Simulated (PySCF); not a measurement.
4-sulfanylbutanal (C4H8OS), SMILES C(S)CCC=O.

Geometry: PBE-D3(BJ)/def2-SVP. Other conformers were not sampled.

Two levels are set side by side: TDA-PBE/def2-SVPD (PySCF) and TDA-M06-2X/def2-SVPD (PySCF). Vertical, same geometry. The lowest singlet is HOMO→LUMO 100 % with PBE and HOMO−1→LUMO 94 % with the other functional; states are paired by order. Differences are taken from unrounded values.

```tsv
quantity	TDA-M06-2X
lowest singlet excitation (eV)	3.97
lowest triplet excitation (TDA) (eV)	3.47
```

What does TDA-PBE give, and how far is it from TDA-M06-2X? (The exact figures need the calculation; the answer reports its results.)


| quantity | TDA-PBE | TDA-PBE minus TDA-M06-2X |
|---|---|---|
| lowest singlet excitation (eV) | 3.59 | -0.38 |
| lowest triplet excitation (TDA) (eV) | 3.40 | -0.06 |

Functionals without exact exchange tend to place singlet excitations lower, as here. Differences between two approximate levels are no errors against the true value.

Rough cost on one machine, each run with all the roots and properties that it gave: TDA-M06-2X against TDA-PBE about 10 times.
